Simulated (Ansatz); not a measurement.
Mulliken charges of CHCl2NOSi (`O=C=N[SiH](Cl)Cl`) from ωB97M-V/def2-TZVPP in Ansatz (PBE0-D4/def2-TZVP geometry).

```json
{"atom": "O1", "x (Å)": "-0.113", "y (Å)": "-1.000", "z (Å)": "-2.830", "charge (e)": "-0.202"}
{"atom": "C2", "x (Å)": "-0.104", "y (Å)": "-0.807", "z (Å)": "-1.687", "charge (e)": "0.335"}
{"atom": "N3", "x (Å)": "-0.106", "y (Å)": "-0.663", "z (Å)": "-0.496", "charge (e)": "-0.306"}
{"atom": "Si4", "x (Å)": "0.035", "y (Å)": "0.243", "z (Å)": "0.924", "charge (e)": "0.525"}
{"atom": "Cl5", "x (Å)": "1.883", "y (Å)": "1.085", "z (Å)": "1.019", "charge (e)": "-0.173"}
{"atom": "Cl6", "x (Å)": "-1.373", "y (Å)": "1.710", "z (Å)": "0.944", "charge (e)": "-0.173"}
{"atom": "H7", "x (Å)": "-0.161", "y (Å)": "-0.637", "z (Å)": "2.081", "charge (e)": "-0.005"}
```

**Question.** By hand: the dipole of these point charges (1 e Å = 4.8032 D).

**Answer.** Σ q r = (-0.049, -0.218, 0.293) e Å, of length 0.368 e Å = 1.77 D.

**Question.** How does the dipole of the full density compare? (Best estimate.)

**Answer.** Computed: (-0.022, -0.086, 0.218) e Å, 1.13 D; the point charges give 1.57 times that, at 15° from its direction.

Point charges leave out the atoms' own dipoles, such as those of lone pairs, and Mulliken's split depends on the basis, so the two needn't agree.
